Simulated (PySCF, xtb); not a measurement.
C₂H₃ClF₂Si, SMILES F/C=C(/F)[SiH2]Cl. The values are those of a single conformer.

Harmonic wavenumbers (cm⁻¹) from GFN2-xTB (xtb) at its own minimum, in rising order: 16, 106, 146, 287, 302, 390, 467, 514, 537, 588, 612, 707, 750, 804, 1122, 1138, 1243, 1686, 2307, 2332, 3073.

What does PySCF 2.14.0 with PBE-D3(BJ)/def2-SVP give at its own minimum? (The exact figures need the calculation; the answer reports its results.)

26, 116, 159, 290, 312, 422, 488, 540, 603, 611, 702, 828, 839, 901, 1172, 1179, 1266, 1659, 2197, 2215, 3118. Paired by order, the mean absolute difference is 49 cm⁻¹ and the zero-point energies are 27.3 and 28.1 kcal/mol.
